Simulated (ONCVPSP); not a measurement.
# Co (Z = 27), ONCV: configuration errors across variants

ONCVPSP 4.0.1 input, shortened (lines: element, Z, core and valence counts, functional; n l f; lmax; l rc ep ncon nbas qcut; lloc lpopt rc5 dvloc0; l nproj debl; icmod fcfact rcfact), LDA (Perdew-Wang 92), scalar-relativistic:

```
  Co 27.00    3    4  -001012      upf
    1    0    2.00
    2    0    2.00
    2    1    6.00
    3    0    2.00
    3    1    6.00
    3    2    7.00
    4    0    2.00
    2
    0    1.45    0.00    4    7    6.70
    1    0.95    0.00    4    7   12.30
    2    1.30    0.00    5    9   12.60
    4    5    0.75    0.00
    0    2    3.90
    1    2    3.00
    2    2    0.70
    2    0.35    0.70
```

All-electron excitation energies from the reference (eV): (1) 3s2 3p6 3d7 4s1 9.289; (2) 3s2 3p6 3d7 4s0 26.367; (3) 3s2 3p6 3d6 4s0 62.560; (4) 3s2 3p6 3d5 4s0 118.219.

Errors AE − PS in meV (a dash: test not solved or not reliable):

| change | (1) | (2) | (3) | (4) | bound ghosts | GHOST(+) flags above zero |
| --- | --- | --- | --- | --- | --- | --- |
| base | -0.3 | +0.1 | -2.9 | +83 | none | none |
| s: qcut 4.1 | -0.3 | +0.4 | -3.7 | +79 | none | none |
| s: qcut 5.7 | -0.3 | 0.0 | -3.2 | +82 | none | none |
| s: qcut 6.4 | -0.3 | 0.0 | -3.0 | +83 | none | none |
| s: qcut 8.5 | -0.3 | +0.4 | -2.1 | +84 | none | none |
| s: qcut 9.6 | -0.2 | +0.6 | -1.7 | +85 | none | none |

Q: Give the same row for: s: qcut 7.4.

A: -0.3, +0.2, -2.6, +84; bound ghosts: none; GHOST(+) flags above zero: none.
